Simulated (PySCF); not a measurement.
A small calculation by hand: chemical shift, span and skew from a shielding tensor

C4H10BN, SMILES CNB1CCC1. Atoms are numbered in the order given.

```xyz
16

C      0.2978    -2.4893     0.0000
N     -0.6009    -1.3636     0.0000
B     -0.2423    -0.0202     0.0000
C     -1.0686     1.3410     0.0000
C      0.3128     2.0585     0.0000
C      1.1532     0.7482     0.0000
H      0.1654    -3.1277    -0.8907
H      1.3346    -2.1258     0.0000
H      0.1654    -3.1277     0.8907
H     -1.5857    -1.6057     0.0000
H     -1.6911     1.5406     0.8877
H     -1.6911     1.5406    -0.8877
H      0.4818     2.6900    -0.8862
H      0.4818     2.6900     0.8862
H      1.7927     0.6107    -0.8876
H      1.7927     0.6107     0.8876
```

Coordinates come from a PBE0-D3(BJ)/def2-SVP optimisation. The geometry has at least one imaginary mode, so it is a saddle point at that level. This is a generated structure with no PubChem entry under its InChIKey; it may be hypothetical. One conformer was computed; it need not be the lowest.

GIAO shieldings from PBE0/pcSseg-1 run with PySCF, non-relativistic, no solvent. The symmetric part of the tensor of C1 has the principal values 129.7, 144.7, 183.2 ppm. The same nucleus in TMS has σ = 186.3 ppm at this level (PySCF, at its B3LYP-D3(BJ)/def2-TZVP geometry).

Question: Work out the isotropic shielding, the ¹³C shift against TMS, the span and the skew.

Answer: 
σ(iso) = (σ11 + σ22 + σ33)/3 = 152.5 ppm. δ = σ(ref) − σ(iso) = 186.3 − (152.5) = 33.8 ppm.
Span Ω = σ33 − σ11 = 53.5 ppm. Skew κ = 3(σ(iso) − σ22)/Ω = 0.44. Tumbling in solution averages the tensor to δ; in a static solid the shielding alone would spread this spin-1/2 line over Ω.
